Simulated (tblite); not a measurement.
Question: What does the GFN2-xTB structure of `C[SiH2]OCS(C)(=O)=O` look like in three dimensions?

Answer: 
```xyz
18
C3H10O3SSi angstrom
C     -2.8637   -0.8749    0.3598
Si    -1.2746   -0.2435   -0.4595
O     -0.6173    0.4991    0.8588
C      0.4160    1.3779    0.8698
S      1.6884    0.7978   -0.3021
C      2.3077   -0.7468    0.4150
O      1.0049    0.4993   -1.5339
O      2.7666    1.7460   -0.3585
H     -3.4985   -0.0650    0.7022
H     -3.4307   -1.4547   -0.3585
H     -2.6629   -1.5142    1.2127
H     -0.5134   -1.4213   -0.8780
H     -1.6051    0.6830   -1.5340
H      0.1322    2.3761    0.5216
H      0.8751    1.4374    1.8589
H      2.8131   -1.2985   -0.3676
H      2.9957   -0.4877    1.2086
H      1.4577   -1.3038    0.7863
```

Orientation and origin are arbitrary. Atoms count from 1 in this order. S5 (sulfonyl sulfur) is distorted tetrahedral (angles from 104.8° to 117.3°). Si2 (oxygen-bound silicon) is distorted tetrahedral (angles from 98.0° to 114.8°). Of the pairs four or more bonds apart, Si2···O7 is among the closest relative to their van der Waals radii: 2.63 Å, 73 % of the sum of Bondi's values.

Bonds between heavy atoms (Å): C1–Si2 1.896, Si2–O3 1.650, O3–C4 1.357, C4–S5 1.825, S5–C6 1.812, S5=O7 1.440, S5=O8 1.437.

Computed geometry: GFN2-xTB, gas phase.

Point group: C1 (no symmetry element, even within 0.4 Å). Its GFN2-xTB frequencies are all real (lowest 61 cm⁻¹). One conformer, not necessarily the lowest (C1–Si2–O3–C4 -166°, Si2–O3–C4–S5 -41°, O3–C4–S5–C6 -66°).
